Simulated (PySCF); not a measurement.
## Electron correlation in P²⁺ (phosphorus, charge +2)

[Ne] 3s2 3p1, 2P determinant. All numbers are calculated (PySCF 2.14, the non-relativistic Hamiltonian (point nucleus), in def2-TZVP). Frozen: [Ne]; 3 electrons correlated.

MP2 pair energies summed by pair of shells (mhartree):

```
 pair  energy  share (%)
3s-3s  -24.66       55.1
3s-3p  -20.09       44.9
```

Total MP2 correlation energy: -44.75 mhartree.

Same-spin part -2.80 and opposite-spin part -41.96 mhartree; SCS-MP2 scales them by 1/3 and 6/5 to -51.28 mhartree.

```
  level  correlation energy (mhartree)
   CCSD                         -63.98
    (T)                          -1.00
CCSD(T)                         -64.98
```

Diagnostics: T1 = 0.012, D1 = 0.0273, largest double amplitude 0.109.

Cost of the coupled-cluster step: 0.53 s of wall time on 1 thread of Neoverse-N1 (shared host), for 3 correlated electrons.

Iterations:

```
CC2 = 0
CCSD nocc = (np.int64(2), np.int64(1)), nmo = (32, 32)
frozen orbitals [[0, 1, 2, 3, 4], [0, 1, 2, 3, 4]]
max_cycle = 100
direct = 0
conv_tol = 1e-08
conv_tol_normt = 1e-06
diis_space = 8
diis_start_cycle = 0
Init t2, MP2 energy = -0.0447531948344869
Init E_corr(UCCSD) = -0.0447531948369705
cycle = 1  E_corr(UCCSD) = -0.0567337407143747  dE = -0.0119805459  norm(t1,t2) = 0.0520038
cycle = 2  E_corr(UCCSD) = -0.0609022347329942  dE = -0.00416849402  norm(t1,t2) = 0.022469
cycle = 3  E_corr(UCCSD) = -0.0639829623070628  dE = -0.00308072757  norm(t1,t2) = 0.0105587
cycle = 4  E_corr(UCCSD) = -0.063964506502174  dE = 1.84558049e-05  norm(t1,t2) = 0.00128368
cycle = 5  E_corr(UCCSD) = -0.0639884263065344  dE = -2.39198044e-05  norm(t1,t2) = 0.00016264
cycle = 6  E_corr(UCCSD) = -0.0639810148693488  dE = 7.41143719e-06  norm(t1,t2) = 3.09068e-05
cycle = 7  E_corr(UCCSD) = -0.0639842173254361  dE = -3.20245609e-06  norm(t1,t2) = 9.50207e-06
cycle = 8  E_corr(UCCSD) = -0.0639832826063421  dE = 9.34719094e-07  norm(t1,t2) = 3.09051e-06
cycle = 9  E_corr(UCCSD) = -0.0639832535554061  dE = 2.9050936e-08  norm(t1,t2) = 2.62143e-07
cycle = 10  E_corr(UCCSD) = -0.0639832748321137  dE = -2.12767076e-08  norm(t1,t2) = 8.90598e-08
cycle = 11  E_corr(UCCSD) = -0.0639832737603848  dE = 1.07172887e-09  norm(t1,t2) = 4.3087e-08
UCCSD converged
E(UCCSD) = -339.705384362337  E_corr = -0.06398327376038483
UCCSD(T) correction = -0.00100118205270707
```
